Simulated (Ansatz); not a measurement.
Ansatz (a program for electronic structure) input (CCSD(T)/cc-pwCVTZ):
A basis named .json is the Basis Set Exchange file of that set.

Ansatz 0.2 input:
```yaml
crystal:
  periodic: [false, false, false]
  atoms:
    - {symbol: N, position_ang: [-1.25585413, 1.45720404, -0.19536470]}
    - {symbol: Si, position_ang: [-1.61055665, -0.26475449, -0.15479975]}
    - {symbol: O, position_ang: [-0.12696724, -1.01126180, -0.03881121]}
    - {symbol: Si, position_ang: [1.42311114, -0.76661880, 0.28657921]}
    - {symbol: N, position_ang: [1.60746057, 1.09032883, -0.01608999]}
    - {symbol: H, position_ang: [-1.63262578, 1.99849387, 0.57574642]}
    - {symbol: H, position_ang: [-1.50858763, 1.93579860, -1.05366720]}
    - {symbol: H, position_ang: [-2.21648128, -0.69353293, -1.42035088]}
    - {symbol: H, position_ang: [-2.37688180, -0.58928337, 1.05486163]}
    - {symbol: H, position_ang: [2.33385997, -1.39770010, -0.67127450]}
    - {symbol: H, position_ang: [1.78318278, -0.91626870, 1.70044005]}
    - {symbol: H, position_ang: [2.10145189, 1.58430429, 0.72753063]}
    - {symbol: H, position_ang: [0.61567114, 1.46071137, -0.07466611]}
    - {symbol: H, position_ang: [2.07914097, 1.31406742, -0.89286014]}
basis:
  gaussian:
    orbitals: cc-pwCVTZ.json
total_charge: 1
magnetization: {spin_polarized: false}
correlation: {method: ccsd_t, electrons: outside_noble_gas}
```

Output:

```
Functional definition: HF
integrals: 5.00 GiB planned
2123 factors; integrals over basis functions are off by at most 9.7e-4 eV
2.58 GiB of device memory are held for the factors and their scratch space
mean field: 2.46 GiB planned
mean field evaluation 1: about -20860.2992 eV, gradient 6.9e1 eV
mean field evaluation 2: about -20860.5917 eV, gradient 6.9e1 eV
mean field evaluation 4: about -20869.2472 eV, gradient 5.0e0 eV
mean field evaluation 8: about -20869.3525 eV, gradient 3.0e-1 eV
mean field evaluation 16: about -20869.3530 eV, gradient 1.4e-6 eV
mean field -20869.35298657 eV, -766.9345765009 hartree, gradient 1.4e-6 eV, S^2 0.000000; 0 other end points of the search recorded, 0 dependent functions left out
13 core orbitals not correlated
reference -20869.35298657 eV, -766.9345765009 hartree; 16, 16 occupied and 344, 344 virtual orbitals, 2123 factors
second order -25.22447224 eV of doubles, -0.00000000 eV of singles
coupled cluster: 30.90 GiB planned
cycle   1  -25.72521624 eV  change   -5.0e-1 eV  update   1.0e-1
cycle   2  -26.35113253 eV  change   -6.3e-1 eV  update   2.9e-2
cycle   3  -26.47070667 eV  change   -1.2e-1 eV  update   1.4e-2
cycle   4  -26.45706057 eV  change    1.4e-2 eV  update   2.9e-3
cycle   5  -26.45721722 eV  change   -1.6e-4 eV  update   1.3e-3
cycle   6  -26.45766095 eV  change   -4.4e-4 eV  update   3.5e-4
cycle   7  -26.45742831 eV  change    2.3e-4 eV  update   1.3e-4
cycle   8  -26.45739091 eV  change    3.7e-5 eV  update   4.1e-5
cycle   9  -26.45740029 eV  change   -9.4e-6 eV  update   1.5e-5
perturbative correction -0.95207792 eV, -0.0349882183 hartree
Total energy: -20896.76246478 eV, -767.9418562464 hartree
```

It need not be the lowest isomer of its formula.
